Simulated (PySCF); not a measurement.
Ga(Me)2(Cl) (C₂H₆ClGa), SMILES [CH3][Ga]([CH3])[Cl].

Geometry: PBE-D3(BJ)/def2-SVP. The isomer is the one that the SMILES or the coordinates give; other isomers of the formula were not compared.

Computed with PySCF with PBE-D3(BJ)/def2-SVP.

Frequencies are harmonic and unscaled.

```csv
mode,ν (cm⁻¹),IR (km/mol),moving atoms (share of kinetic energy)
1,17,0.0,H 99 %
2,32,0.5,H 97 %
3,140,1.7,"C 51 %, H 33 %, Ga 12 %"
4,140,5.6,"Cl 32 %, C 32 %, H 18 %, Ga 18 %"
5,145,1.9,"Ga 39 %, C 28 %, H 25 %"
6,383,43.8,"Cl 69 %, Ga 26 %"
7,528,14.8,"C 72 %, H 19 %"
8,592,44.5,"C 56 %, Ga 26 %, H 18 %"
9,611,0.0,"H 86 %, C 14 %"
10,691,14.1,"H 82 %, C 17 %"
11,714,41.9,"H 78 %, C 19 %"
12,749,75.3,"H 77 %, C 21 %"
13,1165,10.9,"H 79 %, C 20 %"
14,1166,0.9,"H 82 %, C 18 %"
15,1371,2.4,H 95 %
16,1374,0.0,H 95 %
17,1378,5.8,H 95 %
18,1379,1.3,H 96 %
19,2980,2.4,H 97 %
20,2981,0.8,H 97 %
21,3081,0.0,"H 91 %, C 9 %"
22,3082,2.2,"H 91 %, C 9 %"
23,3096,0.1,"H 90 %, C 10 %"
24,3097,8.8,"H 90 %, C 10 %"
```
